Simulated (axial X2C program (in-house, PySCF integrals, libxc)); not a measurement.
## Worked dissociation energy of RuSi: TPSS, scalar-relativistic

All values were computed with an axial X2C code built on PySCF integrals. Spin-free means the one-electron spin-free X2C Hamiltonian. Basis: Ru dyall-cv3z [12s12p8d5f3g], Si dyall-v3z [8s7p2d1f] (cores contracted in-house); Gaussian nuclei, density fitting, unrestricted open shells. Masses: Ru 101.904 u, Si 27.977 u.

Molecular state: M_S = 1, Λ = 2 (beyond evenly filled blocks: σα, δ+α, δ+β, δ-α).

```
E(Ru) (2M_S = 4, M_L = 0) : -4530.201782 hartree
E(Si) (2M_S = 2, M_L = 0) : -290.008000 hartree
E(RuSi) at Re             : -4820.360717 hartree
ωe                        : 504.8 cm⁻¹
ωexe                      : 1.99 cm⁻¹
```

**Question.** Work out De and D0.

**Answer.** De = -4530.201782 + (-290.008000) − (-4820.360717) = 0.15093 hartree = 4.107 eV. The zero-point energy is ωe/2 − ωexe/4 = 252 cm⁻¹ = 0.031 eV, so D0 = 4.076 eV.

Occupations by symmetry block were frozen at the best pattern of an incomplete PBE0 search. Dissociation energies refer to the lowest single-determinant-based atoms at the same level and basis. PBE0 can misorder states that lie within some tenths of an eV, so this need not be the ground state of the molecule. The nearest other spin-free determinant of the search, M_S = 1, Λ = 0, lies 0.38 eV up at the distance of the search. Without a current term, density functionals place determinants with orbital angular momentum somewhat too high. The determinant is spin-polarised beyond a pure state at some levels (its spin-free form has ⟨S²⟩ too high), which makes Re and μ there less reliable.

Each atomic determinant is the lowest at this level and need not be a pure term. Totals compare only within one Hamiltonian and basis.
